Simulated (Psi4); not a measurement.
C₄H₁₀ClGaO (SMILES CC[O][Ga]([Cl])[CH2]C), singlet, geometry from GFN2-xTB (such geometries of metal compounds can be far from the true shape), atoms displaced at random by about 0.08 Å a coordinate; HF/STO-3G, gradient in Psi4.

Psi4 was given this input:
```
memory 2 GB

molecule mol {
0 1
Ga   -0.174512    0.025740   -0.305799
Cl    0.948668    1.824138    0.369615
C    -1.316447   -0.196480   -1.944055
C    -1.468564    1.164303   -2.809132
H    -2.411573   -0.434876   -1.665609
H    -1.108627   -0.826174   -2.542101
H    -0.496502    1.460495   -3.042840
H    -2.013134    2.046121   -2.223006
H    -2.167968    0.993252   -3.503281
O    -0.247869   -1.527920    0.735305
C     0.262041   -2.060088    1.617305
C     1.354178   -1.392008    2.611773
H    -0.460284   -2.422728    2.234304
H     0.937421   -3.025999    1.420298
H     0.806909   -0.417053    2.889718
H     1.640969   -1.768424    3.460595
H     2.319645   -0.941356    1.933283
symmetry c1
no_reorient
no_com
}

set {
  basis sto-3g
  reference rhf
}

gradient('scf')
print_variables()
```

Task: Predict the main parts of the log of this Psi4 run.

Result: 
```
gradient() will perform analytic gradient computation.

   => Loading Basis Set <=

    Name: STO-3G
    Role: ORBITAL
    Keyword: BASIS

         ---------------------------------------------------------
                                   SCF
               by Justin Turney, Rob Parrish, Andy Simmonett
                          and Daniel G. A. Smith
                              RHF Reference
         ---------------------------------------------------------

  ==> Geometry <==

    Molecular point group: c1
    Full point group: C1

    Geometry (in Angstrom), charge = 0, multiplicity = 1:

       Center              X                  Y                   Z               Mass
    ------------   -----------------  -----------------  -----------------  -----------------
         GA          -0.174512000000     0.025740000000    -0.305799000000    68.925573500000
         CL           0.948668000000     1.824138000000     0.369615000000    34.968852682000
         C           -1.316447000000    -0.196480000000    -1.944055000000    12.000000000000
         C           -1.468564000000     1.164303000000    -2.809132000000    12.000000000000
         H           -2.411573000000    -0.434876000000    -1.665609000000     1.007825032230
         H           -1.108627000000    -0.826174000000    -2.542101000000     1.007825032230
         H           -0.496502000000     1.460495000000    -3.042840000000     1.007825032230
         H           -2.013134000000     2.046121000000    -2.223006000000     1.007825032230
         H           -2.167968000000     0.993252000000    -3.503281000000     1.007825032230
         O           -0.247869000000    -1.527920000000     0.735305000000    15.994914619570
         C            0.262041000000    -2.060088000000     1.617305000000    12.000000000000
         C            1.354178000000    -1.392008000000     2.611773000000    12.000000000000
         H           -0.460284000000    -2.422728000000     2.234304000000     1.007825032230
         H            0.937421000000    -3.025999000000     1.420298000000     1.007825032230
         H            0.806909000000    -0.417053000000     2.889718000000     1.007825032230
         H            1.640969000000    -1.768424000000     3.460595000000     1.007825032230
         H            2.319645000000    -0.941356000000     1.933283000000     1.007825032230

  Running in c1 symmetry.

  Rotational constants: A =      0.07066  B =      0.03299  C =      0.02290 [cm^-1]
  Rotational constants: A =   2118.39106  B =    988.99859  C =    686.53487 [MHz]
  Nuclear repulsion =  642.578940377234289

  Charge       = 0
  Multiplicity = 1
  Electrons    = 90
  Nalpha       = 45
  Nbeta        = 45

  ==> Algorithm <==

  SCF Algorithm Type is DF.
  DIIS enabled.
  MOM disabled.
  Fractional occupation disabled.
  Guess Type is SAD.
  Energy threshold   = 1.00e-08
  Density threshold  = 1.00e-08
  Integral threshold = 1.00e-12

  ==> Primary Basis <==

  Basis Set: STO-3G
    Blend: STO-3G
    Number of shells: 38
    Number of basis functions: 62
    Number of Cartesian functions: 63
    Spherical Harmonics?: true
    Max angular momentum: 2

   => Loading Basis Set <=

    Name: (STO-3G AUX)
    Role: JKFIT
    Keyword: DF_BASIS_SCF

  ==> Integral Setup <==

  SCF_SUBTYPE=INCORE selected. In-core MEM_DF algorithm will be used.
  Using in-core AOs.

  ==> MemDFJK: Density-Fitted J/K Matrices <==

    J tasked:                   Yes
    K tasked:                   Yes
    wK tasked:                   No
    Algorithm:                 Core
    Schwarz Cutoff:           1E-12
    Mask sparsity (%):       6.1915
    Fitting Condition:        1E-10

   => Auxiliary Basis Set <=

  Basis Set: (STO-3G AUX)
    Blend: DEF2-UNIVERSAL-JKFIT
    Number of shells: 283
    Number of basis functions: 951
    Number of Cartesian functions: 1175
    Spherical Harmonics?: true
    Max angular momentum: 5

  Minimum eigenvalue in the overlap matrix is 1.7433377241E-01.
[...]
  @DF-RHF Final Energy: -2584.58426492910348
    Total Energy =                      -2584.5842649291034832
[...]
         GA          -0.174512000000     0.025740000000    -0.305799000000    68.925573500000
         CL           0.948668000000     1.824138000000     0.369615000000    34.968852682000
         C           -1.316447000000    -0.196480000000    -1.944055000000    12.000000000000
         C           -1.468564000000     1.164303000000    -2.809132000000    12.000000000000
         H           -2.411573000000    -0.434876000000    -1.665609000000     1.007825032230
         H           -1.108627000000    -0.826174000000    -2.542101000000     1.007825032230
         H           -0.496502000000     1.460495000000    -3.042840000000     1.007825032230
         H           -2.013134000000     2.046121000000    -2.223006000000     1.007825032230
         H           -2.167968000000     0.993252000000    -3.503281000000     1.007825032230
         O           -0.247869000000    -1.527920000000     0.735305000000    15.994914619570
         C            0.262041000000    -2.060088000000     1.617305000000    12.000000000000
         C            1.354178000000    -1.392008000000     2.611773000000    12.000000000000
         H           -0.460284000000    -2.422728000000     2.234304000000     1.007825032230
         H            0.937421000000    -3.025999000000     1.420298000000     1.007825032230
         H            0.806909000000    -0.417053000000     2.889718000000     1.007825032230
         H            1.640969000000    -1.768424000000     3.460595000000     1.007825032230
         H            2.319645000000    -0.941356000000     1.933283000000     1.007825032230

  Nuclear repulsion =  642.578940377234289

  ==> Basis Set <==

  Basis Set: STO-3G
    Blend: STO-3G
    Number of shells: 38
    Number of basis functions: 62
    Number of Cartesian functions: 63
    Spherical Harmonics?: true
    Max angular momentum: 2

  ==> DFJKGrad: Density-Fitted SCF Gradients <==

    Gradient:                    1
    J tasked:                  Yes
    K tasked:                  Yes
    wK tasked:                  No
    Integrals threads:           1
    Schwarz Cutoff:          1E-12
    Fitting Condition:       1E-10

   => Auxiliary Basis Set <=

  Basis Set: (STO-3G AUX)
    Blend: DEF2-UNIVERSAL-JKFIT
    Number of shells: 283
    Number of basis functions: 951
    Number of Cartesian functions: 1175
    Spherical Harmonics?: true
    Max angular momentum: 5

  -Total Gradient:
     Atom            X                  Y                   Z
    ------   -----------------  -----------------  -----------------
       1        0.006762149842     0.058315073511    -0.027356505365
       2        0.027527345630     0.047001948638     0.014542504264
       3        0.123252011477    -0.249436485349    -0.212820515478
       4        0.016939284421    -0.023080756254    -0.161415948940
       5       -0.053110310425    -0.005566772273    -0.000838307468
       6       -0.084896931105     0.208420572345     0.182924258803
       7       -0.029007565953    -0.019703743082     0.034276172352
       8       -0.045757494229     0.054993172817     0.021121583944
       9        0.042069081239     0.020484407496     0.091455130416
      10        0.170801529213    -0.320359961901     0.425046926937
      11       -0.310202736311     0.261917633607    -0.333896035436
      12        0.030455886692    -0.203987854435     0.192603783333
      13        0.057643680937     0.041993319912    -0.076953179389
      14        0.041838895636    -0.031764125817     0.018405958790
      15       -0.029819605957     0.033034968567     0.001169825778
      16       -0.039027177390     0.079176477839    -0.108807746028
      17        0.074531956287     0.048562124379    -0.059457906503

  Variable Map:
  ----------------------------------------------------------------------------
[...]
  Array Variable Map:
  ----------------------------------------------------------------------------
[...]
[...]
```
